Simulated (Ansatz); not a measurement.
A structure relaxed at PBE0-D4/def2-SVP in Ansatz, charge 0, doublet:

```xyz
3

Bi    0.0178    0.0050   -0.0059
Bi   -0.5740    2.5984    0.5262
Bi    0.5563   -2.6034   -0.5203
```

Give its formula and point group.

Bi₃. Point group D∞h (tolerance 0.1 Å).

Summarise the bond lengths by kind (pairs closer than 1.2 times the sum of covalent radii, bridged metal pairs left out).

2 × Bi–Bi 2.71 Å.

In the def2 sets Bi takes a core potential; there is no spin–orbit coupling. The charge 0 doublet is spin-contaminated (final ⟨S²⟩ up to 0.89, 0.75 for a pure state). Another isomer (doublet) lies 1.81 eV lower at PBE0-D4/def2-TZVP; other spin states weren't run for this one.
